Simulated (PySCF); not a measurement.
# Dipole moment and polarisability of `FCC#C[SiH2]n1cccc1`

Compound: C7H8FNSi.
Atom-mapped SMILES: `[F:1][CH2:2][C:3]#[C:4][SiH2:5][n:6]1[cH:7][cH:8][cH:9][cH:10]1` (hydrogens: H11, H12 on C2; H13, H14 on Si5; H15 on C7; H16 on C8; H17 on C9; H18 on C10)

Structure used (PBE0-D3(BJ)/def2-SVP), in Å, numbered top down from 1:
```xyz
18
C7H8FNSi angstrom
F      4.373    1.832   -0.734
C      3.887    0.927    0.167
C      2.694    0.253   -0.328
C      1.695   -0.311   -0.736
Si     0.198   -1.152   -1.360
N     -1.222   -0.424   -0.603
C     -1.362   -0.116    0.735
C     -2.651    0.305    0.960
C     -3.334    0.252   -0.289
C     -2.435   -0.198   -1.224
H      4.671    0.180    0.383
H      3.647    1.451    1.109
H      0.046   -0.951   -2.825
H      0.294   -2.601   -1.034
H     -0.521   -0.209    1.419
H     -3.059    0.627    1.917
H     -4.370    0.526   -0.481
H     -2.556   -0.371   -2.292
```

Level: CAM-B3LYP/def2-SVPD (PySCF), static field, nuclei fixed, core orbitals frozen in the response. The polarisability tensor in these axes (au):

```
x   146.72   4.39   4.86
y     4.39  89.67  10.84
z     4.86  10.84 104.96
```

**Question.** Diagonalise the tensor; give its mean and Δα, where Δα² is half the sum of the squared differences of the eigenvalues.

**Answer.** Principal values 84.00, 109.51 and 147.84 au; mean 113.78 au = 16.86 Å³ = 18.76 × 10⁻⁴⁰ C²·m²/J; Δα = 55.65 au (49 % of the mean).

**Question.** What is the dipole moment, and where does it point?

**Answer.** (1.06, -1.26, 0.87) D, 1.86 D in size, pointing from the negative to the positive side. Measured along this direction, the outermost atoms are H17 at the negative end and H11 at the positive end.

**Question.** In TDDFT the mean static polarisability is Σ f/ω² over all singlet excitations (ω in hartree). How much of it do the 10 lowest give? Their energies (eV) and oscillator strengths: 5.40, 0.0005; 5.56, 0.0004; 5.74, 0.0081; 6.04, 0.0034; 6.20, 0.0316; 6.23, 0.0113; 6.33, 0.0372; 6.37, 0.0247; 6.46, 0.0304; 6.62, 0.0387.

**Answer.** They add up to 3.43 au, 3.0 % of the 113.78 au; the largest single term is 0.69 au, from the state at 6.33 eV. Terms in order: 0.01, 0.01, 0.18, 0.07, 0.61, 0.22, 0.69, 0.45, 0.54, 0.65 au. Higher excitations give the rest. The strengths listed sum to 0.186.

**Question.** What are the principal values of the traceless quadrupole moment, Θ = ½Σq(3rr − r²1), about the centre of nuclear charge?

**Answer.** -16.64, 1.09, 15.55 D·Å. The values depend on the origin, since the dipole doesn't vanish. The electronic extent ⟨r²⟩ about the same centre is 2588 bohr², a root-mean-square distance of 3.01 Å for the 80 electrons.

**Question.** Refractivity n − 1 of an ideal gas of it at 273.15 K and 1 atm, from the electronic α?

**Answer.** N = p/kT = 2.6868 × 10¹⁹ cm⁻³, so n − 1 = 2π × N × 16.86 × 10⁻²⁴ cm³ = 2846 × 10⁻⁶ at long wavelengths.

Isolated species at its PBE0-D3(BJ)/def2-SVP geometry (one conformer only).
